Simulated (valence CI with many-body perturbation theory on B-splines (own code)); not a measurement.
The numbers below are computed, except where a source is named.
Hyperfine factors and g values of Te²¹⁺

Level of theory: relativistic CI+MBPT: three valence electrons over a frozen Dirac-Fock core [Ar] 3d10, a basis of 11 s, 11 p, 10 d, 8 f, 5 g, 2 h functions for each j, with the one-electron correlation potential Σ1 (screened to all orders), the two-electron term Σ2, the three-electron term Σ3, Breit, model QED; selected single and double excitations, second order for the rest, scaled by the run's own slope (own B-spline code, finite nucleus).

No measured levels were compared; by estimate levels hold to about 250 cm⁻¹ or 0.2 % of their energy and the worst to 1 %, as in measured heavy ions of charge 2 to 7; those with d or f electrons hold less well.

A/g_I is the dipole constant over the nuclear g factor μ/I (μ in nuclear magnetons, uniformly magnetised nucleus), B/Q the quadrupole constant per barn. Both hold the static response of the core; the bare values leave it out. Large factors of s and p1/2 electrons are usually good to 5 to 10 %; those of open d and f shells near neutrality can be off by tens of per cent, and small factors of p3/2, d and f electrons come from cancelling terms and can be off by a factor of two or in sign, in half-filled shells by more. B is blank for J = 1/2, where it vanishes, and for nearly pure S terms. Energies count from the lowest level.

Names give the largest LS component (configuration and term), which can be under half, so a name can repeat, a term be missing and a line seem to break the LS rules; names also repeat where a configuration has a term twice. Letters in brackets count levels of one name in rising energy.

| Level | E (cm⁻¹) | g | A/g_I (MHz) | A/g_I bare | B/Q (MHz/b) | B/Q bare |
| --- | --- | --- | --- | --- | --- | --- |
| 4s²4p ²P°_1/2 | 0 | 0.664 | 79800 | 76100 |  |  |
| 4s²4p ²P°_3/2 | 111810 | 1.332 | 13000 | 12300 | 24300 | 23000 |
| 4s4p² ⁴P_1/2 | 363540 | 2.505 | 212000 | 202000 |  |  |
| 4s4p² ⁴P_3/2 | 434640 | 1.705 | 67400 | 64200 | 19800 | 18700 |
| 4s4p² ⁴P_5/2 | 465800 | 1.462 | 74300 | 70700 | -1860 | -1760 |
| 4s4p² ²D_3/2 | 520380 | 0.881 | -6890 | -6530 | 26400 | 25000 |
| 4s4p² ²P_1/2 | 552940 | 1.154 | -9740 | -9200 |  |  |
| 4s4p² ²D_5/2 | 575180 | 1.336 | 64300 | 61200 | 23900 | 22600 |
| 4s4p² ²S_1/2 | 664590 | 1.675 | 244000 | 233000 |  |  |
| 4s4p² ²P_3/2 | 672520 | 1.274 | -28300 | -26900 | -18500 | -17500 |
| 4s²4d ²D_3/2 | 794990 | 0.802 | 2950 | 3000 | 5530 | 5250 |
| 4s²4d ²D_5/2 | 814730 | 1.200 | 5860 | 5730 | 7220 | 6850 |
| 4p³ ²P°_3/2 [a] | 911890 | 1.361 | 10000 | 9750 | 20700 | 19600 |
| 4p³ ⁴S°_3/2 | 993640 | 1.444 | -2890 | -2500 | -289 | -273 |
| 4p³ ²D°_5/2 | 999240 | 1.196 | 27500 | 26300 | -4140 | -3910 |
| 4p³ ²P°_1/2 | 1054600 | 0.664 | 76200 | 72300 |  |  |
| 4s4p4d ⁴F°_3/2 | 1077000 | 0.456 | -25600 | -24300 | 8490 | 8030 |
| 4s4p4d ⁴F°_5/2 | 1097400 | 1.049 | 38400 | 36700 | 3770 | 3560 |
| 4p³ ²P°_3/2 [b] | 1132000 | 1.311 | 11300 | 10900 | -19100 | -18000 |
| 4s4p4d ⁴F°_7/2 | 1132200 | 1.254 | 43800 | 41800 | 3170 | 2990 |
| 4s4p4d ⁴P°_5/2 | 1142300 | 1.450 | 42700 | 40900 | 5680 | 5350 |
| 4s4p4d ⁴D°_3/2 | 1150400 | 1.354 | 28400 | 27300 | 2790 | 2630 |
| 4s4p4d ⁴D°_1/2 | 1152500 | 0.332 | -92900 | -88200 |  |  |
| 4s4p4d ²F°_5/2 [a] | 1195500 | 0.973 | 12700 | 12200 | 12000 | 11400 |
| 4s4p4d ⁴F°_9/2 | 1201400 | 1.333 | 35600 | 34000 | 29700 | 28100 |
| 4s4p4d ²D°_3/2 [a] | 1208200 | 0.896 | -25400 | -24100 | -68.4 | -50.1 |
| 4s4p4d ⁴P°_1/2 | 1228400 | 2.367 | 141000 | 134000 |  |  |
| 4s4p4d ⁴D°_5/2 | 1230200 | 1.309 | 43300 | 41300 | -183 | -168 |
| 4s4p4d ⁴D°_7/2 | 1231900 | 1.380 | 41200 | 39400 | -183 | -154 |
| 4s4p4d ⁴P°_3/2 | 1232300 | 1.511 | 55200 | 52800 | -7200 | -6800 |
| 4s4p4d ²D°_5/2 [a] | 1258100 | 1.275 | 51900 | 49600 | -8370 | -7950 |
| 4s4p4d ²D°_3/2 [b] | 1288100 | 1.077 | -9520 | -8970 | -5180 | -4910 |
| 4s4p4d ²F°_7/2 [a] | 1301400 | 1.143 | -3190 | -2920 | 29400 | 27800 |
| 4s4p4d ²F°_5/2 [b] | 1322500 | 0.889 | -15300 | -14500 | 20300 | 19200 |
| 4s4p4d ²F°_7/2 [b] | 1322600 | 1.172 | 33400 | 31900 | 21300 | 20100 |
| 4s4p4d ²P°_1/2 [a] | 1340700 | 0.630 | -63200 | -59900 |  |  |
| 4s4p4d ²P°_1/2 [b] | 1353500 | 0.665 | 7600 | 7470 |  |  |
| 4s4p4d ²P°_3/2 [a] | 1369900 | 1.100 | -7030 | -6450 | -14800 | -14000 |
| 4s4p4d ²P°_3/2 [b] | 1370300 | 1.212 | 67300 | 64300 | 3780 | 3580 |
| 4s4p4d ²D°_5/2 [b] | 1377200 | 1.163 | -17000 | -16000 | -14400 | -13600 |

Task: Take the isotope of mass number 123, with I = 1/2, μ = -0.7358 μN. What is the hyperfine structure of 4s4p² ²D_3/2?

Result: From the table A = 10100 MHz. Shifts from the centre of gravity in MHz: F = 1: -12600, F = 2: 7580.
